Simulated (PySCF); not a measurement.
**Bond length, frequency and bond energy of WF by level of theory**

State: ⁶Σ⁺ (sextet), unpaired electrons σ ↑, π ↑↑, δ ↑↑. Set-up: PySCF, scalar-relativistic core potentials, basis sets W def2-TZVPP with ECP60, F def2-TZVPP. De refers to W (5d4 6s2) + F in their high-spin ground configurations, without counterpoise correction. The functionals are run spin-unrestricted. A positive dipole means W(−)F(+).

| Level | Re (Å) | ωe (cm⁻¹) | De (eV) | μ (D) | CPU s a point (SCF and correlation, without the integrals) |
| --- | --- | --- | --- | --- | --- |
| UHF | 1.915 | 627 | n/a | -3.17 | 0.95 |
| UHF-MP2 | 1.890 | 651 | n/a | n/a | 1.8 |
| UHF-SCS-MP2 | 1.899 | 641 | n/a | n/a | n/a |
| LDA | 1.869 | 667 | n/a | -2.13 | 0.94 |
| PBE | 1.898 | 629 | n/a | -2.30 | 1.2 |
| BLYP | 1.914 | 613 | n/a | -2.40 | 0.78 |
| r²SCAN | 1.893 | 640 | n/a | -2.48 | 1.9 |
| PBE0 | 1.889 | 645 | n/a | -2.62 | 2.3 |
| r²SCAN0 | 1.888 | 649 | n/a | -2.76 | 2.5 |
| BHandHLYP | 1.897 | 643 | n/a | -2.97 | 1.5 |
| ωB97X-V | 1.894 | 641 | n/a | -2.54 | 5.9 |

(1) What does the step from GGA to meta-GGA do here, going from PBE to r²SCAN?

Correlated steps freeze 1 core orbital. De is left out where the level can put another filling of the metal’s s and d shells below the measured ground configuration, by anything from nothing to about 1 eV. Spin–orbit coupling is left out, which matters for elements this heavy, above all for dissociation energies. The state is the lowest single determinant that the PBE0 search found; with open d or f shells the true ground state can be another one.

The whole job (state search and all levels along the bond) took about 6.9 min on 1 thread of Arm Neoverse V2 (shared host), peak memory 2.5 GiB.

Answers

(1) r²SCAN less PBE: -0.5 pm in Re, +1.7 % in ωe.
